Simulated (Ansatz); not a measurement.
Born–Oppenheimer molecular dynamics of CH₆O₃Si (11 atoms, charge 0, multiplicity 1). It starts from a relaxed structure.

All numbers below come from Ansatz 0.2.0, RKS B3LYP/6-31G.

```
ensemble        : NVT, Langevin thermostat
time step       : 0.5 fs
steps asked     : 250
set temperature : 50 K
friction        : 0.05 /fs
seed            : 481866
```

Frames 0.5 fs apart, positions in Å, forces in eV/Å.

Velocities at 65 fs (Å/ps):

```
Si -0.12 -0.56 0.74
O -0.61 -2.20 -1.58
C 5.11 3.09 -0.67
H 8.24 -3.59 -3.97
H -1.96 -3.79 -0.66
H 5.23 7.84 -1.07
O -0.12 -1.12 -2.49
H -3.45 12.93 -2.26
H 1.23 -7.03 6.09
O 1.01 -0.30 -1.28
H 8.44 0.59 -1.08
```

```xyz
11
Properties=species:S:1:pos:R:3:forces:R:3 time_fs=65 energy_less_start_eV=0.067 T=47
Si -0.199 -0.114 -0.081 -0.06 0.49 0.23
O 0.004 -0.352 1.607 -0.33 0.09 -0.26
C -0.988 -0.205 2.663 0.65 -0.73 0.25
H -1.839 -0.904 2.533 0.34 0.33 0.04
H -0.410 -0.472 3.568 -0.63 0.21 -0.13
H -1.333 0.825 2.716 -0.20 0.20 0.13
O 1.372 -0.367 -0.636 0.37 -0.10 -0.41
H 2.116 -0.516 -0.041 0.19 -0.08 0.14
H -0.682 1.231 -0.494 -0.12 -0.01 0.18
O -1.284 -1.198 -0.800 -0.14 0.07 -0.03
H -1.005 -2.090 -1.037 -0.06 -0.45 -0.13
11
Properties=species:S:1:pos:R:3:forces:R:3 time_fs=65.5 energy_less_start_eV=0.065 T=47
Si -0.199 -0.114 -0.081 -0.03 0.43 0.22
O 0.003 -0.353 1.606 -0.29 0.10 -0.26
C -0.985 -0.203 2.663 0.57 -0.70 0.23
H -1.835 -0.905 2.531 0.32 0.36 0.05
H -0.412 -0.474 3.568 -0.58 0.22 -0.10
H -1.331 0.829 2.715 -0.18 0.12 0.13
O 1.372 -0.368 -0.638 0.26 -0.08 -0.47
H 2.114 -0.510 -0.042 0.29 -0.10 0.20
H -0.681 1.227 -0.491 -0.15 0.07 0.16
O -1.283 -1.198 -0.800 -0.12 0.01 -0.04
H -1.001 -2.090 -1.037 -0.08 -0.41 -0.12
11
Properties=species:S:1:pos:R:3:forces:R:3 time_fs=66 energy_less_start_eV=0.061 T=51
Si -0.199 -0.114 -0.081 0.02 0.34 0.23
O 0.003 -0.353 1.605 -0.25 0.11 -0.24
C -0.982 -0.202 2.663 0.47 -0.62 0.22
H -1.830 -0.904 2.530 0.27 0.35 0.04
H -0.415 -0.476 3.569 -0.52 0.23 -0.08
H -1.330 0.833 2.716 -0.13 0.01 0.12
O 1.372 -0.369 -0.639 0.17 -0.07 -0.51
H 2.114 -0.505 -0.044 0.36 -0.11 0.26
H -0.681 1.222 -0.488 -0.18 0.16 0.13
O -1.283 -1.198 -0.801 -0.10 -0.08 -0.07
H -0.997 -2.091 -1.036 -0.11 -0.32 -0.10
11
Properties=species:S:1:pos:R:3:forces:R:3 time_fs=66.5 energy_less_start_eV=0.057 T=49
Si -0.199 -0.114 -0.080 0.06 0.26 0.23
O 0.002 -0.354 1.605 -0.21 0.12 -0.21
C -0.979 -0.200 2.663 0.38 -0.49 0.20
H -1.825 -0.902 2.530 0.20 0.32 0.03
H -0.420 -0.477 3.570 -0.45 0.23 -0.04
H -1.330 0.838 2.719 -0.08 -0.11 0.10
O 1.372 -0.370 -0.640 0.15 -0.06 -0.51
H 2.114 -0.500 -0.045 0.36 -0.11 0.26
H -0.682 1.218 -0.484 -0.21 0.25 0.11
O -1.283 -1.198 -0.801 -0.07 -0.17 -0.09
H -0.995 -2.093 -1.034 -0.14 -0.24 -0.08
11
Properties=species:S:1:pos:R:3:forces:R:3 time_fs=67 energy_less_start_eV=0.052 T=48
Si -0.199 -0.114 -0.080 0.07 0.20 0.23
O 0.002 -0.354 1.604 -0.17 0.14 -0.18
C -0.976 -0.199 2.663 0.30 -0.35 0.15
H -1.818 -0.899 2.528 0.10 0.27 0.02
H -0.426 -0.477 3.570 -0.34 0.21 0.04
H -1.330 0.841 2.722 -0.04 -0.19 0.07
O 1.372 -0.371 -0.641 0.23 -0.08 -0.44
H 2.116 -0.496 -0.044 0.28 -0.10 0.20
H -0.682 1.215 -0.481 -0.23 0.31 0.09
O -1.282 -1.198 -0.801 -0.05 -0.21 -0.10
H -0.994 -2.094 -1.032 -0.15 -0.19 -0.07
11
Properties=species:S:1:pos:R:3:forces:R:3 time_fs=67.5 energy_less_start_eV=0.049 T=54
Si -0.198 -0.114 -0.079 0.07 0.14 0.21
O 0.002 -0.355 1.603 -0.12 0.15 -0.15
C -0.973 -0.198 2.663 0.23 -0.24 0.08
H -1.811 -0.897 2.527 -0.01 0.21 0.01
H -0.431 -0.476 3.570 -0.23 0.18 0.13
H -1.330 0.842 2.726 -0.02 -0.23 0.05
O 1.371 -0.371 -0.642 0.37 -0.10 -0.34
H 2.119 -0.491 -0.043 0.14 -0.08 0.09
H -0.682 1.212 -0.478 -0.25 0.36 0.07
O -1.282 -1.198 -0.801 -0.03 -0.25 -0.11
H -0.992 -2.096 -1.029 -0.17 -0.14 -0.06
11
Properties=species:S:1:pos:R:3:forces:R:3 time_fs=68 energy_less_start_eV=0.048 T=57
Si -0.198 -0.113 -0.078 0.07 0.09 0.19
O 0.001 -0.355 1.603 -0.08 0.17 -0.10
C -0.970 -0.197 2.663 0.18 -0.14 0.02
H -1.804 -0.896 2.525 -0.12 0.16 0.00
H -0.436 -0.475 3.571 -0.12 0.15 0.21
H -1.330 0.844 2.729 0.01 -0.27 0.02
O 1.371 -0.372 -0.644 0.55 -0.12 -0.21
H 2.124 -0.485 -0.042 -0.03 -0.05 -0.04
H -0.683 1.211 -0.474 -0.26 0.40 0.06
O -1.282 -1.198 -0.802 0.01 -0.37 -0.13
H -0.991 -2.099 -1.026 -0.20 -0.01 -0.02
11
Properties=species:S:1:pos:R:3:forces:R:3 time_fs=68.5 energy_less_start_eV=0.048 T=52
Si -0.198 -0.113 -0.077 0.06 0.07 0.16
O 0.001 -0.356 1.602 -0.03 0.18 -0.04
C -0.968 -0.195 2.663 0.13 -0.08 -0.03
H -1.796 -0.894 2.523 -0.22 0.10 0.00
H -0.441 -0.473 3.572 -0.03 0.13 0.27
H -1.331 0.845 2.731 0.02 -0.27 0.00
O 1.370 -0.373 -0.645 0.72 -0.15 -0.08
H 2.127 -0.480 -0.040 -0.20 -0.03 -0.17
H -0.684 1.210 -0.471 -0.26 0.41 0.05
O -1.282 -1.198 -0.802 0.05 -0.52 -0.17
H -0.990 -2.103 -1.024 -0.24 0.14 0.01
11
Properties=species:S:1:pos:R:3:forces:R:3 time_fs=69 energy_less_start_eV=0.050 T=49
Si -0.197 -0.113 -0.077 0.04 0.07 0.13
O 0.001 -0.356 1.601 0.00 0.20 0.01
C -0.965 -0.194 2.663 0.11 -0.07 -0.05
H -1.790 -0.893 2.522 -0.31 0.05 -0.01
H -0.446 -0.470 3.574 0.05 0.10 0.31
H -1.331 0.844 2.734 0.02 -0.22 -0.03
O 1.370 -0.373 -0.646 0.89 -0.16 0.03
H 2.130 -0.475 -0.038 -0.35 -0.01 -0.29
H -0.686 1.210 -0.468 -0.26 0.41 0.05
O -1.281 -1.197 -0.802 0.08 -0.64 -0.20
H -0.990 -2.107 -1.022 -0.28 0.27 0.04
11
Properties=species:S:1:pos:R:3:forces:R:3 time_fs=69.5 energy_less_start_eV=0.053 T=45
Si -0.197 -0.113 -0.076 0.01 0.07 0.10
O 0.001 -0.357 1.600 0.04 0.22 0.05
C -0.963 -0.192 2.663 0.09 -0.11 -0.07
H -1.785 -0.891 2.521 -0.37 0.01 -0.02
H -0.450 -0.468 3.575 0.13 0.08 0.35
H -1.331 0.841 2.737 0.01 -0.13 -0.06
O 1.369 -0.374 -0.648 1.00 -0.17 0.11
H 2.132 -0.470 -0.037 -0.46 0.00 -0.37
H -0.688 1.211 -0.464 -0.26 0.40 0.05
O -1.280 -1.197 -0.802 0.11 -0.71 -0.21
H -0.989 -2.109 -1.021 -0.30 0.36 0.06
11
Properties=species:S:1:pos:R:3:forces:R:3 time_fs=70 energy_less_start_eV=0.055 T=42
Si -0.196 -0.113 -0.076 -0.02 0.07 0.06
O 0.001 -0.357 1.599 0.07 0.23 0.09
C -0.961 -0.191 2.662 0.07 -0.21 -0.08
H -1.781 -0.890 2.520 -0.42 -0.02 -0.02
H -0.454 -0.465 3.577 0.19 0.05 0.38
H -1.332 0.837 2.741 -0.02 0.00 -0.09
O 1.369 -0.374 -0.649 1.05 -0.17 0.16
H 2.134 -0.465 -0.037 -0.50 0.00 -0.41
H -0.689 1.212 -0.461 -0.25 0.39 0.05
O -1.280 -1.198 -0.802 0.11 -0.71 -0.21
H -0.989 -2.111 -1.019 -0.30 0.37 0.06
11
Properties=species:S:1:pos:R:3:forces:R:3 time_fs=70.5 energy_less_start_eV=0.054 T=43
Si -0.196 -0.112 -0.075 -0.05 0.09 0.02
O 0.001 -0.357 1.598 0.10 0.25 0.14
C -0.959 -0.190 2.662 0.07 -0.34 -0.06
H -1.778 -0.888 2.520 -0.44 -0.05 -0.02
H -0.457 -0.462 3.580 0.23 0.02 0.37
H -1.332 0.832 2.745 -0.05 0.17 -0.11
O 1.369 -0.374 -0.651 1.03 -0.16 0.15
H 2.133 -0.459 -0.038 -0.47 0.00 -0.40
H -0.691 1.214 -0.458 -0.24 0.37 0.05
O -1.278 -1.198 -0.803 0.10 -0.64 -0.18
H -0.988 -2.110 -1.017 -0.28 0.31 0.05
```

Of the whole run (125 fs, mean temperature of the second half 49 K): A run of 0.12 ps of so small a system gives no equilibrium averages. Limits of this set-up: no polarisation functions.

Time of the run: 13 min on 1 thread of Arm Neoverse V1 (shared host), peak memory 0.13 GiB.
